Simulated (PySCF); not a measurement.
PBE0 on Ge⁻ (germanium, charge -1), [Ar] 3d10 4s2 4p3, high-spin 4S determinant. Computed with PySCF 2.14 in aug-cc-pVTZ-PP with one added diffuse shell each of s, d, f type with ECP10MDF (7s5p5d3f, 68 functions), with scalar relativity through the core potential.

```
cycle= 1 E= -294.540438131851  delta_E= -0.00497  |g|= 0.0688  |ddm|= 0.281
cycle= 2 E= -294.540890170865  delta_E= -0.000452  |g|= 0.0517  |ddm|= 0.124
cycle= 3 E= -294.541485649586  delta_E= -0.000595  |g|= 0.00389  |ddm|= 0.0547
cycle= 4 E= -294.541498240628  delta_E= -1.26e-05  |g|= 0.000263  |ddm|= 0.00962
cycle= 5 E= -294.541498348398  delta_E= -1.08e-07  |g|= 1.24e-05  |ddm|= 0.00173
cycle= 6 E= -294.541498348596  delta_E= -1.98e-10  |g|= 1.05e-06  |ddm|= 0.000101
converged SCF energy = -294.541498348596  <S^2> = 3.7508617  2S+1 = 4.0004308
```

Highest occupied orbital energy: 0.426 eV; ⟨L²⟩ = 0.00; populations by l: s 4.00, p 9.00, d 10.00, f 0.00.

**Question.** Can this result be used?

**Answer.** With care. The calculation finished and met its thresholds. Energies and moments cover only the electrons outside the core potential. At PBE0 the highest occupied level has a positive energy, so only the finite basis holds that electron; in a semilocal or global hybrid functional this comes from self-interaction and does not mean that the real anion is unbound.
